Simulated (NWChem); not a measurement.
Species: CH5BS; SMILES SBC

```xyz
8

B     -0.5963    -0.4747     0.0000
H     -1.8113    -0.5359     0.0000
C      0.2947    -1.7645     0.0000
H      0.0368    -2.3908    -0.8826
H      0.0368    -2.3908     0.8826
H      1.3888    -1.5913     0.0000
S      0.1809     1.1430     0.0000
H     -0.9456     1.9102     0.0000
```
Atoms are numbered in this order, from 1.

All runs: NWChem. Pople sets run with spherical d functions. The geometry was optimised at PBE-D3(BJ)/def2-SVP. Static field.

For level PBE/6-31+G*:

isotropic polarisability (bohr³): 47.4
anisotropy (bohr³): 24.4

Problem. What are these values for level Hartree-Fock/6-31+G*?

Solution. 
* **isotropic polarisability (bohr³)**: 42.4
* **anisotropy (bohr³)**: 17.8
